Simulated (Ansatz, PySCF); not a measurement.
Gas-phase reaction (SMILES): CC1=CC=CC1 [1-methylcyclopenta-1,3-diene] → [CH2]C1=CC=CC1 + H atom; the C-H bond at the site shown breaks (other sites are not compared here).

Each molecule is optimised on its own at B3LYP-D3(BJ)/def2-TZVP (Ansatz, an electronic-structure program), one conformer each, not searched for the lowest. Cores are frozen in the correlated levels unless marked. UHF or UKS for open shells. No spin-orbit coupling. No relativistic terms. CBS(X,Y): correlation extrapolated as X^-3; Hartree-Fock from the larger set. Unstable Hartree-Fock reference: CC1=CC=CC1. Markedly spin-contaminated UHF reference, which strains HF, MP2 and, less, CCSD(T): [CH2]C1=CC=CC1. Thermal terms are rigid-rotor harmonic-oscillator values from B3LYP-D3(BJ) frequencies (Ansatz or PySCF) at 298.15 K and 1 atm. 1 Eh = 627.5095 kcal/mol. Atoms have translation alone.

```tsv
species	E, CCSD(T)/CBS(cc-pVTZ,cc-pVQZ) (Ansatz) (Eh)	E, wB97X-V/def2-TZVPD (Ansatz) (Eh)	H - E (Eh)
CC1=CC=CC1	-233.08621	-233.43738	0.12674
[CH2]C1=CC=CC1	-232.44228	-232.79691	0.11349
H atom	-0.49995	-0.50049	0.00236
```

Task: Work out ΔE and ΔH at 298.15 K at the first level, then ΔH at the second.

Result: 
1. ΔE = [(-232.44228) + (-0.49995)] - [(-233.08621)] = 0.14398 Eh = 90.3 kcal/mol at CCSD(T)/CBS(cc-pVTZ,cc-pVQZ).
2. The terms H - E add up to -0.01089 Eh, so ΔH = (0.14398 + (-0.01089))×627.5095 = 83.5 kcal/mol.
3. At wB97X-V/def2-TZVPD the same steps give ΔE = 87.8 and ΔH = 81.0 kcal/mol, a shift of -2.5 from the first level.
4. These values are not checked against measurement here, since the tables used lack a sound gas-phase enthalpy of formation for at least one species.
